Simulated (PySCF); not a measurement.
**The 17-electron isoelectronic series, spin-free X2C**

Calculated with PySCF 2.14 from differences of total energies of unrestricted determinants, without spin-orbit coupling. Each ion has its own even-tempered basis scaled to its charge (18s12p5d4f for the first); frozen: 1s2. Ionisation energies in eV.

```tsv
ion	configuration	UHF	MP2 (outer shells)	CCSD (outer shells)	CCSD(T) (outer shells)	LDA	PBE	PBE0	NIST (with spin-orbit, Breit and QED)
Sr²¹⁺	[Ne] 3s2 3p5 (2P)	985.96	986.98	986.90	986.90	988.04	988.00	987.98	982.1 ± 1.1 (s)
Zr²³⁺	[Ne] 3s2 3p5 (2P)	1150.6	1151.5	1151.5	1151.5	1152.7	1152.7	1152.7	1144.7 ± 1.2 (s)
Nb²⁴⁺	[Ne] 3s2 3p5 (2P)	1237.6	1238.6	1238.5	1238.5	1239.7	1239.8	1239.7	1230.6 ± 1.3 (s)
Mo²⁵⁺	[Ne] 3s2 3p5 (2P)	1327.8	1328.8	1328.8	1328.8	1330.0	1330.0	1330.0	1319.6 ± 1.4 (s)
Tc²⁶⁺	[Ne] 3s2 3p5 (2P)	1421.2	1422.2	n/a	n/a	1423.4	1423.4	1423.4	1411.6 ± 1.5 (s)
Rh²⁸⁺	[Ne] 3s2 3p5 (2P)	1617.5	1618.5	1618.5	1618.5	1619.7	1619.8	1619.7	1604.9 ± 1.7 (s)
Pd²⁹⁺	[Ne] 3s2 3p5 (2P)	1720.5	1721.5	1721.5	1721.5	1722.6	1722.8	1722.7	1706.2 ± 1.8 (s)
Ag³⁰⁺	[Ne] 3s2 3p5 (2P)	1826.7	1827.7	1827.6	1827.6	1828.8	1829.0	1828.9	1810.5 ± 1.9 (s)
Cd³¹⁺	[Ne] 3s2 3p5 (2P)	1936.1	1937.1	1937.0	1937.0	1938.2	1938.4	1938.3	1917.9 ± 2 (s)
```

Task: Interpolate the row of Ru²⁷⁺.

Result: configuration [Ne] 3s2 3p5 (2P); UHF 1517.8; MP2 (outer shells) 1518.8; CCSD (outer shells) 1518.7; CCSD(T) (outer shells) 1518.7; LDA 1519.9; PBE 1520.0; PBE0 1520.0; NIST (with spin-orbit, Breit and QED) 1506.7 ± 1.6 (s).

Each ion has its own basis, which adds noise of up to about 0.1 % along the series.

NIST values marked (s) are semi-empirical, (t) theoretical. Open shells are high-spin determinants of the terms that Hund's rules give.

Spin-orbit coupling of the open shells is absent from the calculated values and included in NIST's; it grows fast with Z.
